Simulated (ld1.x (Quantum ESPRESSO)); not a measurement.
**BLYP TM dataset for phosphorus, scalar-relativistic all-electron reference.**

ld1.x (Quantum ESPRESSO) 7.5 was run on this input:

```
&input
   title='P', zed=15., rel=1, dft='BLYP', iswitch=3,
   config='[Ne] 3s2 3p3 3d-2',
   nld=3, rlderiv=1.75, eminld=-3.0, emaxld=5.0, deld=0.02
 /
 &inputp
   pseudotype=2, tm=.true., lloc=0,
   nlcc=.true.,
   file_pseudopw='P.UPF', file_wfcaegen='ae.wfc', file_wfcncgen='nc.wfc', file_beta='beta', file_chi='chi'
 /
3
3P  2  1   3.00   0.00  1.60  1.60  0.0
3D  3  2  -2.00   0.40  1.50  1.50  0.0
3S  1  0   2.00   0.00  1.05  1.05  0.0
 &test
   configts(1)='3s2 3p3'
 /
```

Command:

```bash
ld1.x < P.in > P.out
```

Resulting log (shortened: banner, matrices, multipoles, cross overlaps and the repeated all-electron block are left out):

```
Program LD1 v.7.5
     --------------------------- All-electron run ----------------------------

     P
     scalar relativistic calculation

     atomic number is 15.00
     dft =BLYP   lsd =0 sic =0 latt =0  beta=0.20 tr2=1.0E-14
     Exchange-correlation= BLYP
                           (   1   3   1   3   0   0   0)
     mesh =1147 r(mesh) = 101.18493 a.u. xmin = -7.00 dx = 0.01250
     1 Ry =  13.60569312 eV, c = 137.03599908

     n l     nl                  e(Ry)          e(Ha)          e(eV)
     1 0     1S 1( 2.00)      -153.2839       -76.6420     -2085.5338
     2 0     2S 1( 2.00)       -12.7753        -6.3876      -173.8166
     2 1     2P 1( 6.00)        -9.1526        -4.5763      -124.5269
     3 0     3S 1( 2.00)        -1.0167        -0.5083       -13.8326
     3 1     3P 1( 3.00)        -0.3937        -0.1969        -5.3569

     final scf error:  2.2E-15 reached in  24 iterations

     Etot =    -684.154109 Ry,    -342.077055 Ha,   -9308.390856 eV

     Ekin =     686.352996 Ry,     343.176498 Ha,    9338.308233 eV
     Encl =   -1631.358127 Ry,    -815.679064 Ha,  -22195.758050 eV
     Eh   =     307.190277 Ry,     153.595139 Ha,    4179.536646 eV
     Exc  =     -46.339255 Ry,     -23.169628 Ha,    -630.477684 eV

     normalization and overlap integrals

     s(1S/1S) =  1.000000  <r> =   0.1036  <r2> =    0.0144  r(max) =   0.0675
     s(2S/2S) =  1.000000  <r> =   0.5203  <r2> =    0.3229  r(max) =   0.4187
     s(2P/2P) =  1.000000  <r> =   0.4855  <r2> =    0.2961  r(max) =   0.3515
     s(3S/3S) =  1.000000  <r> =   1.8898  <r2> =    4.1677  r(max) =   1.5557
     s(3P/3P) =  1.000000  <r> =   2.3844  <r2> =    6.8822  r(max) =   1.8302

     ------------------------ End of All-electron run ------------------------

     --------------------- Generating NC pseudopotential ---------------------

      Generating local pot.: lloc=0, matching radius rcloc =   1.0500

      Computing core charge for nlcc:

       r > 0.99 : true rho core
       r < 0.99 : rho core = a sin(br)/r    a=   4.06  b=   2.73

      Integrated core pseudo-charge :   1.88

      Wfc   3P  rcut= 1.595  Using Troullier-Martins method

      Wfc   3D  rcut= 1.517  Using Troullier-Martins method

     ------------------- End of pseudopotential generation -------------------

     Computing logarithmic derivative in   1.75193
     Computing logarithmic derivative in   1.75193
     Computing the partial wave expansion
       no projector for channel:   0
     R is outside the sphere for l=    1 j= 0.00
     R is outside the sphere for l=    2 j= 0.00

     ---------------------- Testing the pseudopotential ----------------------

     P
     scalar relativistic calculation

     atomic number is 15.00   valence charge is  5.00
     dft =BLYP   lsd =0 sic =0 latt =0  beta=0.20 tr2=1.0E-14
     mesh =1147 r(mesh) = 101.18493 xmin = -7.00 dx = 0.01250

     n l     nl             e AE (Ry)        e PS (Ry)    De AE-PS (Ry)
     1 0     3S   1( 2.00)       -1.01668       -1.01666       -0.00002
     2 1     3P   1( 3.00)       -0.39372       -0.39372       -0.00000

     eps = 7.1E-15  iter = 23

     Etot =    -684.154109 Ry,    -342.077055 Ha,   -9308.390856 eV
     Etotps =   -15.170642 Ry,      -7.585321 Ha,    -206.407102 eV

     Ekin =       5.084412 Ry,       2.542206 Ha,      69.176952 eV
     Encl =     -24.384287 Ry,     -12.192144 Ha,    -331.765133 eV
     Ehrt =      10.394053 Ry,       5.197027 Ha,     141.418298 eV
     Ecxc =      -5.517904 Ry,      -2.758952 Ha,     -75.074912 eV
     (Ecc =      -2.270661 Ry,      -1.135330 Ha,     -30.893914 eV)
     Epseu=      -0.746916 Ry,      -0.373458 Ha,     -10.162308 eV

     ---------------------- End of pseudopotential test ----------------------
```

Generation and configuration tests took about 1.4 s on one core of a shared server CPU.

Transferability test of the new file with ld1.x, input:

```
&input
   title='P', zed=15., rel=1, dft='BLYP', iswitch=2,
   config='[Ne] 3s2 3p3 3d-2'
 /
 &test
   file_pseudo='P.UPF', nconf=8,
   configts(1)='3s2 3p3',
   configts(2)='3s2 3p2',
   configts(3)='3s2 3p1',
   configts(4)='3s2 3p0',
   configts(5)='3s2 3p2.5',
   configts(6)='3s1 3p0',
   configts(7)='3s2 3p3.3',
   configts(8)='3s1 3p4'
 /
```

```bash
ld1.x < P.test.in > P.test.out
```

Pseudopotential blocks of its output, shortened (energy terms left out):

```
     ---------------------- Testing the pseudopotential ----------------------

     n l     nl             e AE (Ry)        e PS (Ry)    De AE-PS (Ry)
     1 0     3S   1( 2.00)       -1.01668       -1.01666       -0.00002
     2 1     3P   1( 3.00)       -0.39372       -0.39372       -0.00000

     eps = 8.0E-15  iter =111

     Etot =    -684.154109 Ry,    -342.077055 Ha,   -9308.390856 eV
     Etotps =   -15.170642 Ry,      -7.585321 Ha,    -206.407103 eV

     ---------------------- End of pseudopotential test ----------------------

          ---------------------- Testing the pseudopotential ----------------------

     n l     nl             e AE (Ry)        e PS (Ry)    De AE-PS (Ry)
     1 0     3S   1( 2.00)       -1.70070       -1.69896       -0.00174
     2 1     3P   1( 2.00)       -1.03374       -1.03250       -0.00124

     eps = 8.1E-15  iter = 18

     Etot =    -683.450252 Ry,    -341.725126 Ha,   -9298.814393 eV
     Etotps =   -14.467223 Ry,      -7.233611 Ha,    -196.836594 eV
     dEtot_ae =       0.703857 Ry
     dEtot_ps =       0.703419 Ry,   Delta E=       0.000438 Ry

     ---------------------- End of pseudopotential test ----------------------

          ---------------------- Testing the pseudopotential ----------------------

     n l     nl             e AE (Ry)        e PS (Ry)    De AE-PS (Ry)
     1 0     3S   1( 2.00)       -2.48697       -2.48162       -0.00535  !
     2 1     3P   1( 1.00)       -1.77592       -1.77142       -0.00450

     eps = 9.4E-15  iter = 49

     Etot =    -682.052906 Ry,    -341.026453 Ha,   -9279.802534 eV
     Etotps =   -13.072469 Ry,      -6.536234 Ha,    -177.860001 eV
     dEtot_ae =       2.101203 Ry
     dEtot_ps =       2.098173 Ry,   Delta E=       0.003030 Ry

     ---------------------- End of pseudopotential test ----------------------

          ---------------------- Testing the pseudopotential ----------------------

     n l     nl             e AE (Ry)        e PS (Ry)    De AE-PS (Ry)
     1 0     3S   1( 2.00)       -3.35045       -3.33965       -0.01081  !
     2 1     3P   1( 0.00)       -2.59747       -2.58708       -0.01039  !

     eps = 8.9E-15  iter = 32

     Etot =    -679.872166 Ry,    -339.936083 Ha,   -9250.132059 eV
     Etotps =   -10.898825 Ry,      -5.449413 Ha,    -148.286074 eV
     dEtot_ae =       4.281943 Ry
     dEtot_ps =       4.271817 Ry,   Delta E=       0.010126 Ry

     ---------------------- End of pseudopotential test ----------------------

          ---------------------- Testing the pseudopotential ----------------------

     n l     nl             e AE (Ry)        e PS (Ry)    De AE-PS (Ry)
     1 0     3S   1( 2.00)       -1.34370       -1.34304       -0.00066
     2 1     3P   1( 2.50)       -0.69899       -0.69858       -0.00041

     eps = 6.6E-15  iter = 50

     Etot =    -683.882288 Ry,    -341.941144 Ha,   -9304.692545 eV
     Etotps =   -14.898892 Ry,      -7.449446 Ha,    -202.709754 eV
     dEtot_ae =       0.271821 Ry
     dEtot_ps =       0.271750 Ry,   Delta E=       0.000071 Ry

     ---------------------- End of pseudopotential test ----------------------

          ---------------------- Testing the pseudopotential ----------------------

     n l     nl             e AE (Ry)        e PS (Ry)    De AE-PS (Ry)
     1 0     3S   1( 1.00)       -4.31009       -4.30162       -0.00848  !
     2 1     3P   1( 0.00)       -3.51542       -3.50172       -0.01371  !

     eps = 7.6E-15  iter = 42

     Etot =    -676.044975 Ry,    -338.022487 Ha,   -9198.060463 eV
     Etotps =    -7.082401 Ry,      -3.541200 Ha,     -96.360971 eV
     dEtot_ae =       8.109134 Ry
     dEtot_ps =       8.088242 Ry,   Delta E=       0.020893 Ry

     ---------------------- End of pseudopotential test ----------------------

          ---------------------- Testing the pseudopotential ----------------------

     n l     nl             e AE (Ry)        e PS (Ry)    De AE-PS (Ry)
     1 0     3S   1( 2.00)       -0.83808       -0.83827        0.00019
     2 1     3P   1( 3.30)       -0.22752       -0.22761        0.00010

     eps = 7.5E-15  iter = 67

     Etot =    -684.246937 Ry,    -342.123468 Ha,   -9309.653843 eV
     Etotps =   -15.263492 Ry,      -7.631746 Ha,    -207.670394 eV
     dEtot_ae =      -0.092828 Ry
     dEtot_ps =      -0.092850 Ry,   Delta E=       0.000022 Ry

     ---------------------- End of pseudopotential test ----------------------

          ---------------------- Testing the pseudopotential ----------------------

     n l     nl             e AE (Ry)        e PS (Ry)    De AE-PS (Ry)
     1 0     3S   1( 1.00)       -1.06873       -1.06843       -0.00030
     2 1     3P   1( 4.00)       -0.43431       -0.43393       -0.00038

     eps = 9.2E-15  iter = 16

     Etot =    -683.525302 Ry,    -341.762651 Ha,   -9299.835494 eV
     Etotps =   -14.541789 Ry,      -7.270895 Ha,    -197.851122 eV
     dEtot_ae =       0.628808 Ry
     dEtot_ps =       0.628853 Ry,   Delta E=      -0.000046 Ry

     ---------------------- End of pseudopotential test ----------------------
```
